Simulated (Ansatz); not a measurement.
Relaxation of ClGeH5O (8 atoms, charge 0, multiplicity 1), to a largest force component of 0.03 eV/Å in at most 50 steps.

Computed with RKS BHLYP-D4/def2-SVP (Ansatz).

```xyz
8
Properties=species:S:1:pos:R:3:forces:R:3
Ge -0.118 0.186 0.000 -0.18 0.18 0.40
Cl -0.253 0.251 2.196 -0.07 0.18 -0.47
H 1.346 0.049 -0.387 0.01 -0.01 0.03
H -0.783 1.447 -0.532 0.00 0.02 0.01
O -1.046 -1.202 -0.547 -0.01 -0.01 0.08
H -1.361 -1.780 0.147 0.05 0.04 -0.06
H 1.057 -2.158 0.869 0.15 -0.88 -1.46
H 1.044 -1.875 1.523 0.07 0.48 1.47
```

**Question.** Where does it end, and by what steps?

**Answer.** It converged. After 23 steps the energy has fallen by 0.187 eV; H7 moved furthest, 1.06 Å.

| step | energy less start (eV) | largest force component (eV/Å) | accepted |
| --- | --- | --- | --- |
| 0 | 0.0000 | 1.474 | yes |
| 1 | -0.1160 | 0.155 | yes |
| 2 | -0.1420 | 0.150 | yes |
| 3 | -0.1488 | 0.083 | yes |
| 4 | -0.0952 | 0.769 | no |
| 5 | -0.1535 | 0.081 | yes |
| 6 | -0.1578 | 0.344 | yes |
| 7 | -0.1703 | 0.174 | yes |
| 8 | -0.1705 | 0.498 | yes |
| 9 | -0.1752 | 0.163 | yes |
| 10 | -0.1365 | 1.420 | no |
| 11 | -0.1775 | 0.036 | yes |
| 12 | -0.1783 | 0.218 | yes |
| 13 | -0.1794 | 0.158 | yes |
| 14 | -0.1809 | 0.039 | yes |
| 15 | -0.1818 | 0.134 | yes |
| 16 | -0.1827 | 0.085 | yes |
| 17 | -0.1837 | 0.071 | yes |
| 18 | -0.1845 | 0.131 | yes |
| 19 | -0.1851 | 0.128 | yes |
| 20 | -0.1856 | 0.100 | yes |
| 21 | -0.1859 | 0.097 | yes |
| 22 | -0.1866 | 0.066 | yes |
| 23 | -0.1867 | 0.025 | yes |

```xyz
8
Properties=species:S:1:pos:R:3
Ge -0.248 0.487 -0.092
Cl 0.162 0.556 2.035
H 1.095 0.676 -0.790
H -1.307 1.524 -0.421
O -0.958 -1.073 -0.460
H -0.457 -1.828 -0.154
H 0.888 -3.044 1.419
H 0.712 -2.380 1.730
```

Whether the end is a true minimum wasn't checked by a vibrational analysis.

Time of the run: 55 s on 2 threads of Arm Neoverse V1, on a shared host, peak memory 0.19 GiB.
